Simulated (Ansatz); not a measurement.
C2H6BN can be A, `[BH3-][N+]#CC`, or B, `B1CCN1`.

Calculated with Ansatz (gas phase, PBE0-D4/def2-TZVP geometries, no zero-point term in ΔE). CCSD(T)/CBS adds triple-zeta CCSD(T) − MP2 to the extrapolated MP2 energy (def2 sets, frozen cores). This one scheme is used for every species. DFT in def2-TZVPP. B3LYP here is the variant with VWN-RPA as its local correlation; programs differ in this.

Task: Which is lower in electronic energy at CCSD(T)/CBS, and by how much? (Best estimate.)

Result: The calculation gave: B, by 22.5 kcal/mol.

Task: Give E(B) − E(A) in kcal/mol with LDA (SPW92), r2SCAN-D4, B3LYP-D4, B2PLYP, ωB97M-V, HF/def2-TZVPP, PBE0-D4. (An estimate is asked.)

Result: The calculation gave: LDA (SPW92) -25.3, r2SCAN-D4 -19.8, B3LYP-D4 -17.9, B2PLYP -17.9, ωB97M-V -23.6, HF/def2-TZVPP -20.9, PBE0-D4 -24.7. None reverses the order clearly.

Task: Does the order hold for the free energy at 298.15 K (harmonic terms from PBE0-D4)? (An estimate is asked.)

Result: Ansatz gave: Yes: G(B) − G(A) = -16.9 kcal/mol. Modes under 60 cm⁻¹, often nearly free rotors, make the harmonic entropy too high.

Largest T1 diagnostic: 0.013.

The D4 term adds −0.9 kcal/mol with B3LYP and −0.4 kcal/mol with PBE0; it sums over pairs of atoms, weighted by their polarisabilities, and B3LYP, whose exchange is more repulsive, gets the larger term. At CCSD(T), def2-SVP lies +2.2 kcal/mol from the extrapolated value and def2-TZVPP +1.9 kcal/mol.
